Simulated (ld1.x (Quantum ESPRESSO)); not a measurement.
## Reading a pseudo-wave (terbium (Tb))

Columns: radius, all-electron u(r) and pseudo u(r) of the 6p shell (level -1.02 eV) of terbium in the configuration [Kr] 4d10 4f9 5s2 5p6 5d1 6s1 6p0; BLYP, scalar-relativistic, PAW scheme, ld1.x (Quantum ESPRESSO) 7.5.

| r (bohr) | all-electron | pseudo |
| --- | --- | --- |
| 0.163 | -0.0609 | -0.0203 |
| 0.325 | 0.0455 | -0.0758 |
| 0.488 | 0.0876 | -0.1542 |
| 0.650 | 0.0155 | -0.2364 |
| 0.813 | -0.0739 | -0.3048 |
| 0.975 | -0.1349 | -0.3442 |
| 1.138 | -0.1608 | -0.3476 |
| 1.300 | -0.1574 | -0.3158 |
| 1.463 | -0.1335 | -0.2562 |
| 1.625 | -0.0969 | -0.1812 |
| 1.788 | -0.0530 | -0.1023 |
| 1.950 | -0.0063 | -0.0296 |
| 2.113 | 0.0409 | 0.0331 |
| 2.275 | 0.0866 | 0.0852 |
| 2.438 | 0.1301 | 0.1301 |
| 2.600 | 0.1704 | 0.1704 |
| 2.763 | 0.2076 | 0.2076 |
| 2.925 | 0.2411 | 0.2411 |
| 3.088 | 0.2715 | 0.2715 |
| 3.250 | 0.2983 | 0.2983 |
| 3.413 | 0.3221 | 0.3221 |
| 3.575 | 0.3428 | 0.3428 |
| 3.738 | 0.3607 | 0.3607 |
| 3.900 | 0.3758 | 0.3758 |
| 4.063 | 0.3886 | 0.3886 |
| 4.225 | 0.3990 | 0.3990 |

Problem. How many radial nodes do the two functions have?

Solution. The all-electron 6p function has n − l − 1 = 4 (the table is too coarse to show those close to the nucleus); the pseudo-wave has 1, since 1 lower shell of the same l stays in the valence.

Problem. At about which radius was the pseudo-wave matched?

Solution. 2.60 bohr, where the columns begin to agree (steps of 0.16 bohr).

Problem. Is the pseudo-wave norm-conserving?

Solution. No, it belongs to a PAW set: the norm inside the radius is not constrained, and the difference is carried by the augmentation charge.
